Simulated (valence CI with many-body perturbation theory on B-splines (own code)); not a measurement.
## Cr¹⁰⁺: calculated level list

Calculated by valence CI with perturbative core correlation (CI+MBPT): four valence electrons over a frozen Dirac-Fock core [Ne], a basis of 11 s, 11 p, 10 d, 8 f, 5 g, 2 h functions for each j, with the one-electron correlation potential Σ1 (screened to all orders), the two-electron term Σ2, the three-electron term Σ3, Breit, model QED; selected single and double excitations, second order for the rest, scaled by the run's own slope (own B-spline code, finite nucleus).

No measured spectrum was set against this ion. As an estimate, levels of excited configurations hold to 0.05 to 0.15 % of their energy, terms of the ground configuration to about 0.5 %. Among the levels kept, up to 640 cm⁻¹ of a level comes from second order outside the variational space, and about a tenth of that is noise between levels of different J, which matters for small intervals.

Levels 91 to 135 of 175, with energies above the lowest level, 3s2.3p2 3P_0. "Leading %" is the weight of the configuration and term that name the level; weights of strongly mixed levels are sums over their largest components and can fall short. In the jj column 3d3/2^4 stands for four electrons in 3d with j = 3/2. Lifetimes count E1, E2, E3, M1 and M2 decay at the calculated energies, and are blank where another channel may lead or the interval is too uncertain; long ones can be off by a factor of two.

| No. | Configuration | Term | J | E (eV) | Leading % | Leading jj | Lifetime |
| --- | --- | --- | --- | --- | --- | --- | --- |
| 91 | 3s.3p2.3d | 1D | 2 | 102.06 | 77 | 3s 3p3/2^2 3d5/2 (28 %) | 11.2 ps |
| 92 | 3s2.3d2 | 1G | 4 | 104.74 | 80 | 3s^2 3d3/2 3d5/2 (63 %) | 23.2 ps |
| 93 | 3p3.3d | 1S° | 0 | 104.89 | 73 | 3p1/2 3p3/2^2 3d5/2 (43 %) | 714 ps |
| 94 | 3s2.3d2 | 3P | 0 | 104.95 | 77 | 3s^2 3d3/2^2 (47 %) | 11.2 ps |
| 95 | 3s2.3d2 | 3P | 1 | 105.00 | 77 | 3s^2 3d3/2 3d5/2 (77 %) | 11.3 ps |
| 96 | 3s2.3d2 | 3P | 2 | 105.07 | 75 | 3s^2 3d3/2 3d5/2 (44 %) | 11.3 ps |
| 97 | 3p3.3d | 3F° | 2 | 105.67 | 69 | 3p1/2^2 3p3/2 3d3/2 (34 %) | 178 ps |
| 98 | 3s2.3d2 | 1D | 2 | 105.73 | 63 | 3s^2 3d5/2^2 (39 %) | 11.1 ps |
| 99 | 3p3.3d | 3F° | 3 | 105.92 | 64 | 3p1/2 3p3/2^2 3d3/2 (21 %) | 145 ps |
| 100 | 3p3.3d | 3F° | 4 | 106.32 | 68 | 3p1/2 3p3/2^2 3d5/2 (62 %) | 138 ps |
| 101 | 3p3.3d | 3D° | 2 | 106.50 | 70 | 3p1/2 3p3/2^2 3d3/2 (53 %) | 97.7 ps |
| 102 | 3p3.3d | 3D° | 3 | 106.55 | 65 | 3p1/2 3p3/2^2 3d3/2 (35 %) | 95.0 ps |
| 103 | 3p3.3d | 3D° | 1 | 106.58 | 78 | 3p1/2 3p3/2^2 3d3/2 (42 %) | 98.0 ps |
| 104 | 3p3.3d | 5D° | 0 | 106.93 | 98 | 3p1/2 3p3/2^2 3d3/2 (56 %) | 35.5 ps |
| 105 | 3p3.3d | 5D° | 1 | 106.95 | 96 | 3p1/2 3p3/2^2 3d3/2 (40 %) | 36.0 ps |
| 106 | 3p3.3d | 5D° | 2 | 107.01 | 94 | 3p1/2 3p3/2^2 3d3/2 (38 %) | 36.7 ps |
| 107 | 3p3.3d | 5D° | 3 | 107.13 | 90 | 3p1/2 3p3/2^2 3d5/2 (54 %) | 38.2 ps |
| 108 | 3p3.3d | 5D° | 4 | 107.20 | 88 | 3p1/2 3p3/2^2 3d5/2 (48 %) | 39.3 ps |
| 109 | 3p3.3d | 3G° | 3 | 108.87 | 74 | 3p1/2 3p3/2^2 3d3/2 (31 %) | 171 ps |
| 110 | 3p3.3d | 3G° | 4 | 109.02 | 74 | 3p1/2 3p3/2^2 3d3/2 (34 %) | 171 ps |
| 111 | 3p3.3d | 3G° | 5 | 109.20 | 76 | 3p1/2 3p3/2^2 3d5/2 (76 %) | 172 ps |
| 112 | 3p3.3d | 1D° | 2 | 111.45 | 68 | 3p1/2 3p3/2^2 3d5/2 (24 %) | 106 ps |
| 113 | 3p3.3d | 1G° | 4 | 112.12 | 88 | 3p1/2 3p3/2^2 3d3/2 (39 %) | 93.5 ps |
| 114 | 3s2.3d2 | 1S | 0 | 112.62 | 76 | 3s^2 3d5/2^2 (47 %) | 10.3 ps |
| 115 | 3s.3p.3d2 | 5G° | 2 | 113.91 | 99 | 3s 3p1/2 3d3/2^2 (52 %) | 109 ps |
| 116 | 3s.3p.3d2 | 5G° | 3 | 114.13 | 99 | 3s 3p1/2 3d3/2 3d5/2 (46 %) | 108 ps |
| 117 | 3p3.3d | 1P° | 1 | 114.30 | 47 | 3p1/2^2 3p3/2 3d3/2 (40 %) | 30.3 ps |
| 118 | 3s.3p.3d2 | 5G° | 4 | 114.42 | 99 | 3s 3p1/2 3d3/2 3d5/2 (40 %) | 108 ps |
| 119 | 3p3.3d | 3P° | 1 | 114.75 | 35 | 3p1/2^2 3p3/2 3d5/2 (41 %) | 49.9 ps |
| 120 | 3p3.3d | 3P° | 0 | 114.80 | 75 | 3p1/2^2 3p3/2 3d3/2 (39 %) | 65.7 ps |
| 121 | 3s.3p.3d2 | 5G° | 5 | 114.81 | 99 | 3s 3p3/2 3d3/2 3d5/2 (56 %) | 108 ps |
| 122 | 3p3.3d | 3D° | 2 | 115.13 | 54 | 3p1/2 3p3/2^2 3d5/2 (42 %) | 43.4 ps |
| 123 | 3p3.3d | 1P° | 1 | 115.20 | 26 | 3p1/2 3p3/2^2 3d5/2 (54 %) | 28.8 ps |
| 124 | 3s.3p.3d2 | 5G° | 6 | 115.29 | 100 | 3s 3p3/2 3d5/2^2 (79 %) | 109 ps |
| 125 | 3p3.3d | 3P° | 1 | 115.51 | 40 | 3p1/2 3p3/2^2 3d3/2 (55 %) | 27.7 ps |
| 126 | 3p3.3d | 3P° | 2 | 115.75 | 61 | 3p1/2 3p3/2^2 3d5/2 (38 %) | 19.6 ps |
| 127 | 3p3.3d | 3D° | 3 | 115.80 | 62 | 3p1/2 3p3/2^2 3d5/2 (30 %) | 64.3 ps |
| 128 | 3p3.3d | 3F° | 3 | 115.87 | 76 | 3p1/2 3p3/2^2 3d5/2 (25 %) | 64.4 ps |
| 129 | 3p3.3d | 3F° | 2 | 115.91 | 78 | 3p1/2 3p3/2^2 3d3/2 (56 %) | 64.6 ps |
| 130 | 3p3.3d | 3F° | 4 | 115.97 | 77 | 3p3/2^3 3d5/2 (49 %) | 64.8 ps |
| 131 | 3p3.3d | 3P° | 2 | 116.15 | 77 | 3p3/2^3 3d5/2 (32 %) | 79.8 ps |
| 132 | 3p3.3d | 3P° | 1 | 116.74 | 68 | 3p3/2^3 3d5/2 (28 %) | 20.3 ps |
| 133 | 3p3.3d | 3P° | 0 | 116.85 | 78 | 3p3/2^3 3d3/2 (56 %) | 17.8 ps |
| 134 | 3s.3p.3d2 | 5D° | 0 | 119.24 | 99 | 3s 3p1/2 3d3/2^2 (28 %) | 42.3 ps |
| 135 | 3s.3p.3d2 | 5D° | 1 | 119.29 | 96 | 3s 3p1/2 3d3/2 3d5/2 (46 %) | 41.7 ps |

Names give the largest LS component (configuration and term), which can be under half, so a name can repeat, a term be missing and a line seem to break the LS rules; names also repeat where a configuration has a term twice.

Where two levels of one J and parity lie close, their mixing, g and order are uncertain.
